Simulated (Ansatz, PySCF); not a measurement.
Ga(Me)2(NH2) (C2H8GaN), SMILES [CH3][Ga]([CH3])[NH2]. Atoms are numbered in the order given.

```xyz
12

Ga    -0.0015     0.0048     0.0198
C     -1.4041    -1.3657    -0.2292
H     -1.3566    -1.7872    -1.2472
H     -2.4055    -0.9199    -0.1077
H     -1.3032    -2.1915     0.4922
C      0.2154     1.6590    -1.0404
H      0.3575     1.4184    -2.1072
H      1.0784     2.2533    -0.7018
H     -0.6882     2.2868    -0.9657
N      1.2087    -0.2847     1.3571
H      1.9753     0.3423     1.5861
H      1.2059    -1.0944     1.9716
```
Charge 0, spin multiplicity 1.

Coordinates come from a TPSSh-D3(BJ)/def2-SVP optimisation. The isomer is the one that the SMILES or the coordinates give; other isomers of the formula were not compared. Other conformers were not sampled.

Two levels are set side by side: PBE-D3(BJ)/def2-SVP (Ansatz, a quantum-chemistry and plane-wave program) and TPSSh-D3(BJ)/def2-SVP (PySCF). Each level has its own optimised geometry; the coordinates shown are those of the second. Frequencies come from the Hessian of PySCF at each geometry. Differences are taken from unrounded values.

```json
[
 {"quantity": "mean bond length (Å)", "TPSSh-D3(BJ)": "1.312", "PBE-D3(BJ)": "1.317", "PBE-D3(BJ) minus TPSSh-D3(BJ)": "0.006"},
 {"quantity": "bond Ga1–C2 (Å)", "TPSSh-D3(BJ)": "1.977", "PBE-D3(BJ)": "1.979", "PBE-D3(BJ) minus TPSSh-D3(BJ)": "0.003"},
 {"quantity": "bond Ga1–C6 (Å)", "TPSSh-D3(BJ)": "1.977", "PBE-D3(BJ)": "1.979", "PBE-D3(BJ) minus TPSSh-D3(BJ)": "0.003"},
 {"quantity": "bond Ga1–N10 (Å)", "TPSSh-D3(BJ)": "1.827", "PBE-D3(BJ)": "1.834", "PBE-D3(BJ) minus TPSSh-D3(BJ)": "0.007"},
 {"quantity": "bond C2–H3 (Å)", "TPSSh-D3(BJ)": "1.103", "PBE-D3(BJ)": "1.109", "PBE-D3(BJ) minus TPSSh-D3(BJ)": "0.007"},
 {"quantity": "bond C2–H4 (Å)", "TPSSh-D3(BJ)": "1.103", "PBE-D3(BJ)": "1.109", "PBE-D3(BJ) minus TPSSh-D3(BJ)": "0.007"},
 {"quantity": "bond C2–H5 (Å)", "TPSSh-D3(BJ)": "1.101", "PBE-D3(BJ)": "1.108", "PBE-D3(BJ) minus TPSSh-D3(BJ)": "0.007"},
 {"quantity": "bond C6–H7 (Å)", "TPSSh-D3(BJ)": "1.103", "PBE-D3(BJ)": "1.109", "PBE-D3(BJ) minus TPSSh-D3(BJ)": "0.007"},
 {"quantity": "bond C6–H8 (Å)", "TPSSh-D3(BJ)": "1.101", "PBE-D3(BJ)": "1.108", "PBE-D3(BJ) minus TPSSh-D3(BJ)": "0.007"},
 {"quantity": "bond C6–H9 (Å)", "TPSSh-D3(BJ)": "1.103", "PBE-D3(BJ)": "1.109", "PBE-D3(BJ) minus TPSSh-D3(BJ)": "0.006"},
 {"quantity": "bond N10–H11 (Å)", "TPSSh-D3(BJ)": "1.016", "PBE-D3(BJ)": "1.022", "PBE-D3(BJ) minus TPSSh-D3(BJ)": "0.005"},
 {"quantity": "bond N10–H12 (Å)", "TPSSh-D3(BJ)": "1.016", "PBE-D3(BJ)": "1.022", "PBE-D3(BJ) minus TPSSh-D3(BJ)": "0.005"},
 {"quantity": "highest harmonic wavenumber (cm⁻¹)", "TPSSh-D3(BJ)": "3651", "PBE-D3(BJ)": "3603", "PBE-D3(BJ) minus TPSSh-D3(BJ)": "-48"},
 {"quantity": "mean harmonic wavenumber (cm⁻¹)", "TPSSh-D3(BJ)": "1407", "PBE-D3(BJ)": "1372", "PBE-D3(BJ) minus TPSSh-D3(BJ)": "-35"},
 {"quantity": "zero-point energy (kcal/mol)", "TPSSh-D3(BJ)": "60.34", "PBE-D3(BJ)": "58.86", "PBE-D3(BJ) minus TPSSh-D3(BJ)": "-1.48"}
]
```

GGA bonds tend to be longer and softer than those of functionals with exact exchange. Differences between two approximate levels are no errors against the true value.
